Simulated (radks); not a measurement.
Question: Cu26+, configuration [He] 2s1. Method: non-relativistic Kohn-Sham, LB94 model potential, spin-polarised, spherical densities, point nucleus; open shells are filled with parallel spins first; computed with a radial shooting solver on a logarithmic mesh with Libxc functionals. Some entries of the table are withheld. Estimate them.

| orbital | occ. | eigenvalue (hartree) | r(max) (bohr) | <r^2> (bohr^2) |
|---|---|---|---|---|
| 1s up | 1 | -394.4747 | 0.03482 | 0.003673 |
| 1s down | 1 | -394.3558 | 0.03485 | 0.003688 |
| 2s down | 0 | -94.09031 | (1) | 0.05392 |
| 2s up | 1 | -93.63345 | (2) | 0.05460 |
| 2p down | 0 | -92.70767 | 0.1441 | (3) |
| 2p up | 0 | -91.91759 | 0.1451 | (4) |
| 3s down | 0 | (5) | 0.4729 | 0.2726 |
| 3s up | 0 | (6) | 0.4739 | 0.2732 |

Answer: 
(1) 2s down r(max) (bohr): 0.1864
(2) 2s up r(max) (bohr): 0.1876
(3) 2p down <r^2> (bohr^2): 0.03939
(4) 2p up <r^2> (bohr^2): 0.04007
(5) 3s down eigenvalue (hartree): -41.25445
(6) 3s up eigenvalue (hartree): -41.18301
